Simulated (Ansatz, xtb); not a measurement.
# AlGeH5O2: which of two isomers lies lower

We compare a, `[OH][AlH][O][GeH3]`, a singlet, with b, `[OH][Al]([OH])[GeH3]`, a singlet. Both are isolated molecules in the gas phase, relaxed with PBE0-D3(BJ)/pcseg-1; the shapes shown needn't be the lowest conformers.

a (Å):

```csv
atom,x (Å),y (Å),z (Å)
Al,-0.1189,-0.3674,1.5192
Ge,-0.2161,-0.3919,-1.8129
O,0.9399,-1.6421,1.9281
O,-0.4965,0.0243,-0.0923
H,1.4019,-2.2323,1.3286
H,-0.7487,0.4518,2.6981
H,-1.5742,-0.7593,-2.4260
H,0.7545,-1.5866,-1.8864
H,0.3919,0.8422,-2.4929
```

b (Å):

```yaml
atoms:
  - { symbol: Al, position_ang: [-0.0818, 0.8263, -0.0142] }
  - { symbol: Ge, position_ang: [-1.0049, -1.4335, -0.1945] }
  - { symbol: O, position_ang: [-0.6384, 1.8076, 1.2664] }
  - { symbol: O, position_ang: [1.0843, 1.3223, -1.1576] }
  - { symbol: H, position_ang: [-0.3949, 2.7023, 1.5126] }
  - { symbol: H, position_ang: [1.5572, 2.1535, -1.2346] }
  - { symbol: H, position_ang: [-0.3759, -2.3652, 0.8584] }
  - { symbol: H, position_ang: [-0.7421, -2.0555, -1.5759] }
  - { symbol: H, position_ang: [-2.5242, -1.4406, 0.0487] }
```

Task: Estimate which is lower in electronic energy at CCSD(T)/def2-SVP + ΔMP2/def2-TZVPP, and by roughly how much.

Result: Too close to call at this level: CCSD(T)/def2-SVP + ΔMP2/def2-TZVPP gives E(b) − E(a) = +7.90 kJ/mol.

Level by level:

```json
{"level": "PBE0-D3(BJ)/pcseg-1", "geometry": "PBE0-D3(BJ)/pcseg-1", "E(b) − E(a) (kJ/mol)": "−17.75", "departure from the last row (kJ/mol)": "−25.66", "job, with rough time for the two": "optimisation, 1.7 min"}
{"level": "HF/def2-SVP", "geometry": "PBE0-D3(BJ)/pcseg-1", "E(b) − E(a) (kJ/mol)": "+29.54", "departure from the last row (kJ/mol)": "+21.64", "job, with rough time for the two": "part of the CCSD(T) run"}
{"level": "MP2/def2-SVP", "geometry": "PBE0-D3(BJ)/pcseg-1", "E(b) − E(a) (kJ/mol)": "+21.18", "departure from the last row (kJ/mol)": "+13.27", "job, with rough time for the two": "part of the CCSD(T) run"}
{"level": "CCSD(T)/def2-SVP", "geometry": "PBE0-D3(BJ)/pcseg-1", "E(b) − E(a) (kJ/mol)": "+17.06", "departure from the last row (kJ/mol)": "+9.16", "job, with rough time for the two": "single point"}
{"level": "CCSD(T)/def2-SVP + ΔMP2/def2-TZVPP", "geometry": "PBE0-D3(BJ)/pcseg-1", "E(b) − E(a) (kJ/mol)": "+7.90", "departure from the last row (kJ/mol)": "", "job, with rough time for the two": "single point, 27 s"}
```

As drawn, b has 1 Al–Ge, 1 O–H in place of 1 Ge–O, 1 Al–H.

PBE0-D3(BJ)/pcseg-1 puts the two in the other order. The largest departure from CCSD(T)/def2-SVP + ΔMP2/def2-TZVPP is that of PBE0-D3(BJ)/pcseg-1, 25.66 kJ/mol. Levels run at GFN2-xTB geometries aren't shown. The last row adds to CCSD(T) the change of the MP2 difference between the two basis sets, here −9.16 kJ/mol.

With harmonic frequencies from PBE0-D3(BJ)/pcseg-1 (ideal gas, rigid rotor, one conformer each, 298.15 K, 1 atm): on the last row, ΔE + ΔZPE = +13.02 kJ/mol. A mode under 50 cm⁻¹ makes harmonic enthalpies and free energies unreliable, so none is given.

The correlated steps freeze 16 core orbitals; the filled d shell of Ge is correlated, in a basis made for valence electrons. Run with Ansatz 0.2.0; the last row on 2 threads of Intel(R) Xeon(R) Processor @ 2.70GHz on a shared host.
